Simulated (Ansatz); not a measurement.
A saddle search, step by step

CH₉GaSi, closed shell, BHLYP-D4/def2-mTZVP (Ansatz 0.2.0). Settings; a guess of the unstable mode was typed too, and convergence needs a confirmed negative curvature besides the force tolerance:

```yaml
hamiltonian: {xc: {name: BHLYP}, dispersion: d4}
saddle:
  f_tol: 0.1
  max_steps: 40
```

Start:

Ga1  (-0.988, -0.720, 0.002)
Si2  (-0.464, 1.828, 0.193)
H3  (-1.668, -0.850, -1.411)
H4  (-1.487, -1.128, 1.440)
H5  (0.382, 0.058, -0.041)
C6  (1.126, -1.331, -0.180)
H7  (-1.824, 2.260, 0.351)
H8  (0.398, 2.290, 1.402)
H9  (0.012, 2.298, -1.067)
H10  (1.686, -1.172, 0.734)
H11  (1.755, -1.103, -1.085)
H12  (0.991, -2.363, -0.201)
(Å)

```tsv
step	energy less the last (meV)	largest force component (eV/Å)
1	321.2	1.699
2	65.7	0.638
3	16.3	0.380
4	5.3	0.231
5	3.2	0.101
6	1.6	0.075
7	0.2	0.013
8	0.1	0.006
9	0.0	0.030
```

Step 3, positions (Å) and forces (eV/Å):

| atom | x | y | z | Fx | Fy | Fz |
| --- | --- | --- | --- | --- | --- | --- |
| Ga1 | -0.994 | -0.765 | 0.001 | -0.380 | -0.323 | 0.014 |
| Si2 | -0.432 | 1.781 | 0.169 | 0.092 | -0.022 | 0.007 |
| H3 | -1.672 | -0.870 | -1.396 | 0.088 | -0.018 | 0.078 |
| H4 | -1.474 | -1.182 | 1.421 | 0.039 | 0.051 | -0.083 |
| H5 | 0.410 | 0.066 | -0.012 | 0.234 | 0.130 | 0.024 |
| C6 | 1.128 | -1.315 | -0.147 | -0.237 | -0.053 | 0.171 |
| H7 | -1.815 | 2.240 | 0.377 | -0.075 | 0.055 | 0.000 |
| H8 | 0.383 | 2.257 | 1.300 | 0.023 | -0.011 | 0.038 |
| H9 | 0.086 | 2.384 | -1.069 | 0.006 | 0.044 | -0.056 |
| H10 | 1.714 | -1.136 | 0.747 | 0.017 | -0.085 | -0.156 |
| H11 | 1.659 | -1.008 | -1.032 | 0.138 | 0.024 | -0.073 |
| H12 | 0.926 | -2.384 | -0.224 | 0.055 | 0.208 | 0.037 |

Last step (9):

```xyz
12
angstrom
Ga -1.0204 -0.8021 0.0219
Si -0.4233 1.7786 0.1695
H -1.6702 -0.9558 -1.3753
H -1.4734 -1.1631 1.4581
H 0.3939 0.0705 -0.0127
C 1.1110 -1.2915 -0.1605
H -1.8074 2.2810 0.3018
H 0.3388 2.2191 1.3555
H 0.1742 2.3945 -1.0325
H 1.7385 -1.1219 0.7033
H 1.6248 -0.9836 -1.0603
H 0.9316 -2.3592 -0.2333
```

Hardware: 4 CPU threads of an Arm Neoverse V1, shared host. Wall time about 92 s.
